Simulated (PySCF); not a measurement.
Species: CH₈N₂SSi₂.
Atom-mapped SMILES: `[CH3:1][S:2][SiH:3]1[NH:4][SiH2:5][NH:6]1` (hydrogens: H7, H8, H9 on C1; H10 on Si3; H11 on N4; H12, H13 on Si5; H14 on N6)

Structure used (PBE0-D3(BJ)/def2-SVP), in Å, numbered top down from 1:
```xyz
14
CH8N2SSi2 angstrom
C      1.772    0.064    0.310
S      1.268   -0.047    2.059
Si    -0.827   -0.300    1.777
N     -1.309   -1.556    0.664
Si    -2.102   -0.446   -0.426
N     -1.598    0.814    0.674
H      1.598   -0.889   -0.207
H      1.218    0.864   -0.199
H      2.845    0.296    0.294
H     -1.357   -0.365    3.168
H     -1.082   -2.537    0.614
H     -3.582   -0.616   -0.574
H     -1.524   -0.378   -1.806
H     -1.829    1.793    0.757
```

The closed-shell ground state was solved at several levels (PySCF, density fitting, gas phase, non-relativistic).

```json
{"level": "KT2/pcSseg-2", "basis functions": "349", "HOMO (eV)": "-5.80", "LUMO (eV)": "-1.30", "gap (eV)": "4.50", "dipole (D)": "1.56"}
{"level": "PBE0/pcSseg-1", "basis functions": "163", "HOMO (eV)": "-6.90", "LUMO (eV)": "-0.05", "gap (eV)": "6.85", "dipole (D)": "1.74"}
```

Q: Estimate the row for CAM-B3LYP/def2-SVPD, a basis of 199 functions; the other rows only guide the guess.

A: HOMO -8.20 eV, LUMO 0.67 eV, gap 8.87 eV, dipole 1.60 D.

Q: Over all these levels, which gives the widest orbital gap and which the narrowest?

A: CAM-B3LYP/def2-SVPD (range-separated hybrid) has the widest, 8.87 eV, and KT2/pcSseg-2 (GGA) the narrowest, 4.50 eV. Functional and basis both differ between the two, so the spread mixes both effects.

Q: How far do the dipole and the HOMO energy spread over the levels?

A: The dipole runs from 1.56 to 1.74 D (mean 1.63 D) and the HOMO from -8.20 to -5.80 eV.

One conformer stands for the species.
